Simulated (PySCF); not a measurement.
**Relaxation of singlet SbCl₃**

Method: PySCF, PBE0, basis Sb def2-TZVP with ECP28, Cl def2-TZVP (scalar-relativistic core potentials, no spin–orbit coupling, density fitting). A (50,194) grid was used.

A start displaced from a saddle point along its imaginary mode, of Cs symmetry, held to at least that symmetry:

Coordinates in bohr (charge 0 multiplicity 1):
```
Sb    0.0000   -0.2731   -0.6757
Cl    0.0000   -0.0006    3.6820
Cl    4.6383    0.4724   -0.6730
Cl   -4.6383    0.4724   -0.6730
```

What forces act on the atoms at the start (eV/Å)?


| atom | Fx | Fy | Fz |
| --- | --- | --- | --- |
| Sb1 | 0.00 | -0.59 | 0.29 |
| Cl2 | 0.00 | -0.04 | -0.07 |
| Cl3 | -0.60 | 0.32 | -0.11 |
| Cl4 | 0.60 | 0.32 | -0.11 |

What does it relax to?

It ends at C3v with Sb–Cl 2.335 Å (×3); Cl–Sb–Cl 97.7° (×3) (after a last refinement on a finer grid). A frequency run shows a minimum. Other isomers or separated fragments may lie lower.

How much energy is released, and in how many steps?

132.4 kJ/mol in 9 steps.

The relaxation took roughly 2.1 core-minutes on a shared host.
